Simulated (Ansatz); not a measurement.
Relaxation of Cl2FH6N2STa (13 atoms, charge 0, multiplicity 1), to a largest force component of 0.03 eV/Å in at most 50 steps.

The calculation used RKS PBE/def2-SVP (Ansatz).

```xyz
13
Properties=species:S:1:pos:R:3
Ta -0.172 -0.317 -0.132
Cl 2.190 -0.959 -0.013
N 0.088 0.304 1.741
H 0.940 0.144 2.292
H -0.475 1.051 2.169
Cl -0.067 -0.301 -2.514
F -1.563 0.975 -0.162
N -1.090 -2.011 0.160
H -1.341 -2.404 1.072
H -1.400 -2.625 -0.604
S 1.890 2.631 -0.970
H 1.512 2.216 -2.211
H 2.610 1.464 -0.766
```

Problem. Where does it end, and by what steps?

Solution. The forces met the threshold. After 8 steps the energy has fallen by 0.187 eV; S11 moved furthest, 0.59 Å. Joined: Ta1–S11 (3.69 → 2.96 Å).

```json
{"step": "0", "energy less start (eV)": "0.0000", "largest force component (eV/Å)": "0.705", "accepted": "yes"}
{"step": "1", "energy less start (eV)": "-0.0624", "largest force component (eV/Å)": "0.389", "accepted": "yes"}
{"step": "2", "energy less start (eV)": "-0.1186", "largest force component (eV/Å)": "0.687", "accepted": "yes"}
{"step": "3", "energy less start (eV)": "-0.1621", "largest force component (eV/Å)": "0.515", "accepted": "yes"}
{"step": "4", "energy less start (eV)": "-0.1540", "largest force component (eV/Å)": "0.383", "accepted": "no"}
{"step": "5", "energy less start (eV)": "-0.1817", "largest force component (eV/Å)": "0.051", "accepted": "yes"}
{"step": "6", "energy less start (eV)": "-0.1846", "largest force component (eV/Å)": "0.063", "accepted": "yes"}
{"step": "7", "energy less start (eV)": "-0.1857", "largest force component (eV/Å)": "0.090", "accepted": "yes"}
{"step": "8", "energy less start (eV)": "-0.1868", "largest force component (eV/Å)": "0.025", "accepted": "yes"}
```

```xyz
13
Properties=species:S:1:pos:R:3
Ta -0.013 -0.225 -0.160
Cl 2.222 -1.063 0.042
N 0.159 0.327 1.755
H 0.923 0.072 2.392
H -0.447 1.035 2.190
Cl -0.044 -0.441 -2.557
F -1.385 1.107 -0.204
N -1.045 -1.873 0.102
H -1.364 -2.248 1.001
H -1.331 -2.476 -0.678
S 1.457 2.258 -0.833
H 1.323 2.063 -2.177
H 2.667 1.632 -0.810
```

Whether the end is a true minimum wasn't checked by a vibrational analysis.

The run took 55 s on 4 threads of Intel(R) Xeon(R) Processor @ 2.50GHz (Skylake/Cascade Lake), on a shared host, peak memory 0.28 GiB.
